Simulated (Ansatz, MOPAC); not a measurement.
CH4 (SMILES C) and CH4O (SMILES CO) are pulled apart as rigid monomers along the line of their centres of mass, from the B3LYP-D3(BJ)/def2-TZVP minimum. Starting geometry (charge 0, multiplicity 1):
```xyz
11

C     -0.07215     0.03071    -0.15670
H      0.04576     0.26599    -1.21319
H     -0.64912    -0.88962    -0.06234
H      0.91145    -0.10370     0.29225
H     -0.59419     0.84834     0.33873
C      0.65683     0.27042     3.58323
O     -0.69178     0.00227     3.22936
H      1.26678    -0.63957     3.60637
H      0.64228     0.69954     4.58417
H      1.12539     0.99219     2.90500
H     -0.70632    -0.37617     2.34484
```

Interaction energies with rigid monomers; basis-set methods are counterpoise corrected unless marked otherwise.

The state that AM1, PM7 reach isn't checked; PM7 holds dispersion and hydrogen-bond terms.

Codes used: Ansatz (an electronic-structure program) with Gaussian orbitals; MOPAC for AM1, PM7 (differences of heats of formation). Values without a source in brackets are computed.

```csv
C1···H11 (Å),AM1 (kJ/mol),PM7 (kJ/mol),HF/aug-cc-pVDZ (kJ/mol),B3LYP/def2-TZVPPD (kJ/mol),PBE0/def2-TZVPPD (kJ/mol)
2.37,-1.8,-1.9,7.6,3.5,0.0
2.61,?,-3.5,2.2,0.3,-2.2
2.99,-1.0,-3.1,-0.2,-0.5,-2.3
3.62,0.0,-2.0,-0.5,?,-1.1
4.64,0.0,-0.7,-0.2,-0.1,-0.3
```

Q: Fill in the missing entries.

A: 
- 2.61, AM1 (kJ/mol): -2.7
- 3.62, B3LYP/def2-TZVPPD (kJ/mol): -0.2
